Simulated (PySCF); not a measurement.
These compounds are isomers of formula C6H9FSi.

A. `InChI=1S/C6H9FSi/c7-3-1-2-6-4-8-5-6/h6H,3-5,8H2`
B. `C#C[C@@H](C)[C@@H]1C[Si@@H]1F`
C. `CC#C[C@@]1([SiH3])C[C@H]1F`
D. `InChI=1S/C6H9FSi/c1-2-3-6-4-8(7)5-6/h6,8H,4-5H2,1H3/t6-,8-`

Spectrum 1. ¹H NMR (400 MHz, computed): δ 4.37 (m, 1H), 3.88 (s, 3H), 2.00 (s, 3H), 1.15 (m, 1H), 0.74 (m, 1H). ¹³C{¹H} NMR (computed): δ 83.9 (C), 80.6 (C), 78.1 (CH), 20.9 (CH2), 4.9 (CH3), 3.0 (C).

Spectrum 2. ¹H NMR (400 MHz, computed): δ 5.82 (m, 1H), 3.13 (m, 1H), 2.43 (m, 2H), 1.99 (s, 3H), 1.83 (m, 2H). ¹³C{¹H} NMR (computed): δ 92.7 (C), 84.8 (C), 34.5 (CH2), 20.4 (CH), 4.9 (CH3).

Spectrum 3. ¹H NMR (400 MHz, computed): δ 5.40 (m, 2H), 4.72 (m, 1H), 4.65 (m, 1H), 3.23 (m, 1H), 1.91 (m, 2H), 1.88 (m, 2H). ¹³C{¹H} NMR (computed): δ 105.5 (C), 83.9 (C), 74.1 (CH2), 24.6 (CH), 19.9 (CH2).

Spectrum 4. ¹H NMR (400 MHz, computed): δ 5.25 (m, 1H), 2.35 (m, 1H), 1.55 (d, 1H), 1.47 (d, 3H), 0.98 (m, 1H), 0.91 (m, 1H), 0.76 (m, 1H). ¹³C{¹H} NMR (computed): δ 94.3 (C), 74.7 (CH), 28.6 (CH), 25.3 (CH), 23.5 (CH3), 8.4 (CH2).

Method: geometry: GFN2-xTB, GIAO PBE0/pcSseg-1 shieldings, in PySCF 2.14 (isolated molecule, single conformer, non-relativistic, one averaged value for each set of equivalent atoms).

Scale: TMS for ¹H (31.72 ppm), ¹³C (186.93 ppm) (reference shieldings calculated alike). Splittings of carbon signals by F and P are missing where no couplings were computed. Where no couplings were computed, multiplicities follow the n + 1 count of equivalent neighbours, and m marks all less simple cases (inequivalent or close neighbours, rings, F or P nearby). Shifts are as computed. Against solution values, carbons near 30 ppm lie about +3 ppm off and those near 130 ppm about +5 ppm. Of 1309 compounds with measured shifts, 239 miss one by over three times the rms of a fit or turn the order of signals round; such compounds aren't used in these exercises.

Question: Which spectrum belongs to which compound?

Answer: 1–C, 2–D, 3–A, 4–B.

- Spectrum 1 (C): 6 ¹³C signals; δC 83.9 is an alkyne carbon; δC 80.6 is an alkyne carbon.
- Spectrum 2 (D): 5 ¹³C signals; δC 92.7 is an alkyne carbon; δC 84.8 is an alkyne carbon.
- Spectrum 3 (A): 5 ¹³C signals; δC 83.9 is an alkyne carbon; δC 74.1 is a propargylic sp3 CH2 bonded to F.
- Spectrum 4 (B): 6 ¹³C signals; δC 94.3 is an alkyne carbon; δC 74.7 is a terminal alkyne carbon.
